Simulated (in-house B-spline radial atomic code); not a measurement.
One electron outside the [Ne] 3s2 3p6 core: Ca II (Ca+)

Computed with a B-spline radial code for spherical atoms, no-pair Dirac-Coulomb Hamiltonian, finite nucleus. Rungs: frozen-core Dirac-Hartree-Fock (DHF); Brueckner orbitals from the second-order correlation potential; the same with the Coulomb interaction screened by the core and the hole-particle interaction summed; Breit and QED terms from differences of relaxed Dirac-Fock atoms, where computed. Partial waves beyond l = 6 are extrapolated. The tables show a selection of states; those near core-excited levels, with erratic corrections or far from their DHF start are never shown.

The lowest nd levels tend to come out too strongly bound in this method, by some 0.05 to 0.2 eV for each d electron where measurements exist, which shifts their lines and rates.

Command:
```bash
python run_mb.py task.json out
```
Settings (nuclear radius in fm, box in bohr, cutoff in hartree):
```
basis_form          2
Z                   20
core_configuration  [Ne] 3s2 3p6
rms_radius          3.4776
mass_number         40
speed_of_light      137.036
box_radius          78.4
lmax                6
intervals           70
virtual_cutoff      800.0
```

Run time, properties included: 64 s on 1 thread of Arm Neoverse V1 (shared host).

Removal energies (cm⁻¹):

```csv
state,DHF,second order,screened,Breit + QED,final,measured
4s1/2,91440,96489,95806,-19.8,95786,95752
3d3/2,72617,84045,82898,42.9,82941,82102
3d5/2,72593,83959,82822,55.7,82877,82041
4p1/2,68037,70888,70565,-10.8,70554,70560
4p3/2,67837,70652,70333,-4.41,70328,70337
5s1/2,42428,43766,43576,-6.27,43570,43585
4d3/2,37034,39162,38919,7.37,38927,38913
4d5/2,37018,39139,38897,10.2,38907,38893
5p1/2,34406,35318,35211,-4,35207,35219
5p3/2,34333,35236,35130,-1.66,35128,35141
4f5/2,27473,27710,27695,-,-,-
4f7/2,27473,27710,27695,-,-,-
6s1/2,24589,25129,25048,-,-,25074
5d3/2,22244,23098,22993,-,-,-
5d5/2,22236,?,?,?,?,?
6p1/2,20894,21299,21248,-,-,-
6p3/2,20859,21260,21210,-,-,-
5f7/2,17589,17727,17719,-,-,-
5f5/2,17589,17727,17719,-,-,-
6f7/2,12215,?,?,?,?,?
6f5/2,12215,12298,12293,-,-,-
```

(1) What does correlation do to 6f7/2?

(2) What does correlation do to 5d5/2?

(3) How much does each rung gain against experiment?

Electric-dipole lines from 4s1/2 (reduced matrix elements in atomic units, length form, static core polarisation, sign of DHF taken positive):

```json
{"upper": "4p1/2", "DHF": "3.201", "+ core polarisation": "3.016", "+ Brueckner": "2.9", "λ (nm)": "396.32", "A (s⁻¹)": "1.37e+08"}
{"upper": "4p3/2", "DHF": "4.527", "+ core polarisation": "4.266", "+ Brueckner": "4.102", "λ (nm)": "392.81", "A (s⁻¹)": "1.41e+08"}
{"upper": "5p1/2", "DHF": "0.00613", "+ core polarisation": "0.08359", "+ Brueckner": "0.08901", "λ (nm)": "165.07", "A (s⁻¹)": "1.78e+06"}
{"upper": "5p3/2", "DHF": "0.008051", "+ core polarisation": "-0.1016", "+ Brueckner": "-0.1085", "λ (nm)": "164.86", "A (s⁻¹)": "1.33e+06"}
{"upper": "6p1/2", "DHF": "0.04152", "+ core polarisation": "0.0892", "+ Brueckner": "0.09047", "λ (nm)": "134.16", "A (s⁻¹)": "3.43e+06"}
```

(4) What radiative lifetime does 4d3/2 get from its electric-dipole decays?

Magnetic hyperfine constants per unit nuclear g factor (MHz, nucleus as a uniformly magnetised ball; they apply to isotopes with nuclear spin):

| state | DHF | + core polarisation | + Brueckner |
| --- | --- | --- | --- |
| 4s1/2 | 1561 | 1886 | 2156 |
| 4p1/2 | 269.6 | 333.1 | 390 |
| 4p3/2 | 52.19 | 77.29 | 89.58 |
| 5s1/2 | 488.9 | 587.1 | 629.3 |
| 5p1/2 | 99.45 | 121.8 | 135.9 |
| 5p3/2 | 19.27 | 27.96 | 30.86 |

(5) What is the static scalar polarisability of 4s1/2?

## Answers

(1) It adds 83.33 cm⁻¹ to the removal energy in second order and 78.14 cm⁻¹ with screening, giving 12293 cm⁻¹ before Breit and QED terms, which weren't computed for this state.

(2) It adds 851.9 cm⁻¹ to the removal energy in second order and 747 cm⁻¹ with screening, giving 22983 cm⁻¹ before Breit and QED terms, which weren't computed for this state.

(3) Mean relative error over all 11 computed levels with a measured value, shown above or not (NIST Handbook of Basic Atomic Spectroscopic Data (Sansonetti and Martin, J. Phys. Chem. Ref. Data 34, 1559 (2005))): DHF 4.87 %, second order 0.80 %, screened, with Breit and QED where computed, 0.22 %.

(4) The rates to lower computed states sum to 3.54e+08 s⁻¹, a lifetime of 2.82 ns.

(5) 75.94 bohr³: 3.254 from the core and 72.69 from the valence electron, Pauli blocking included.
